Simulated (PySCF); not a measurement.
Computed IR spectrum (relative IR intensity) of a molecule Cl2H6Si3. Geometry: PBE-D3(BJ)/def2-SVP. The values are those of a single conformer. Method: PBE-D3(BJ)/def2-SVP (PySCF). Frequencies are harmonic and unscaled.

Lines under 2 % of the strongest are left out, and lines within 2 cm⁻¹ are merged.

ν (cm⁻¹): 157 (vw), 212 (w), 337 (w), 433 (w), 491 (vw), 519 (m), 561 (s), 670 (vs), 720 (vs), 766 (m), 825 (vs), 872 (w), 898 (m), 904 (m), 2144 (m), 2159 (s), 2176 (vs), 2184 (m) (against the strongest line: vs over 80 %, s over 45 %, m over 15 %, w over 4 %, vw less)

**Question.** Identify the compound among the candidates.
(A) Cl[SiH2][SiH2][SiH2]Cl
(B) [SiH3][Si]([SiH3])(Cl)Cl
(C) [SiH3][Si@H](Cl)[SiH2]Cl
(D) [SiH3][SiH2][SiH](Cl)Cl

**Answer.** D, [SiH3][SiH2][SiH](Cl)Cl
